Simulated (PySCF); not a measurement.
CH6ClGeN, SMILES [CH3][Ge@H]([NH2])[Cl].

Coordinates come from a PBE0-D3(BJ)/def2-SVP optimisation. The structure was generated by enumeration; whether it is a known compound was not checked. One conformer was computed; it need not be the lowest.

These are PBE/def2-TZVP in PySCF values and carry that method's errors.

Gas-phase values at a fixed geometry.

Task: Estimate the frontier levels, gap, dipole moment and polarisability. (The exact figures need the calculation; the answer reports its results.)

Result: 
- highest occupied level: -6.31 eV
- lowest empty level: -0.39 eV
- orbital gap: 5.92 eV
- dipole moment: 1.91 D
- quadrupole, principal values (traceless, Buckingham form, about the centre of nuclear charge): -9.21, 2.77, 6.44 D·Å
- mean static polarisability: 63.3 bohr³ (9.37 Å³)
- polarisability, principal values: 55.5, 63.4, 70.9 bohr³
